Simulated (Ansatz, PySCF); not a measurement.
C₅H₅Cl, SMILES C(/Cl)=C\C=C=C. Atoms are numbered in the order given.

```xyz
11

C     -0.9283     3.0660    -0.0001
C      0.0603     2.2131     0.0001
C      1.0536     1.3473     0.0002
C      0.9366    -0.1124    -0.0001
C     -0.2192    -0.7882     0.0002
Cl    -0.2998    -2.5065    -0.0001
H     -1.3593     3.4402     0.9360
H     -1.3587     3.4404    -0.9365
H      2.0734     1.7505     0.0004
H      1.8729    -0.6770    -0.0008
H     -1.1963    -0.2981     0.0007
```

Geometry: PBE0-D3(BJ)/def2-SVP. The structure was generated by enumeration; whether it is a known compound was not checked. The values are those of a single conformer.

Two levels are set side by side: PBE-D3(BJ)/def2-SVP (Ansatz, a program for electronic structure) and PBE0-D3(BJ)/def2-SVP (Ansatz). Each level has its own optimised geometry; the coordinates shown are those of the second. Frequencies come from the Hessian of PySCF at each geometry. Differences are taken from unrounded values.

| quantity | PBE0-D3(BJ) | PBE-D3(BJ) | PBE-D3(BJ) minus PBE0-D3(BJ) |
|---|---|---|---|
| mean bond length (Å) | 1.262 | 1.271 | 0.009 |
| bond C1–C2 (Å) | 1.306 | 1.314 | 0.009 |
| bond C2–C3 (Å) | 1.318 | 1.329 | 0.011 |
| bond C3–C4 (Å) | 1.464 | 1.467 | 0.003 |
| bond C4–C5 (Å) | 1.339 | 1.352 | 0.013 |
| bond C5–Cl6 (Å) | 1.720 | 1.731 | 0.011 |
| bond C1–H7 (Å) | 1.096 | 1.105 | 0.009 |
| bond C1–H8 (Å) | 1.096 | 1.105 | 0.009 |
| bond C3–H9 (Å) | 1.097 | 1.105 | 0.009 |
| bond C4–H10 (Å) | 1.093 | 1.101 | 0.008 |
| bond C5–H11 (Å) | 1.093 | 1.101 | 0.008 |
| highest harmonic wavenumber (cm⁻¹) | 3225 | 3129 | -96 |
| mean harmonic wavenumber (cm⁻¹) | 1309 | 1263 | -46 |
| zero-point energy (kcal/mol) | 50.52 | 48.75 | -1.76 |

Exact exchange shortens and stiffens bonds; PBE has none. Differences between two approximate levels are no errors against the true value.
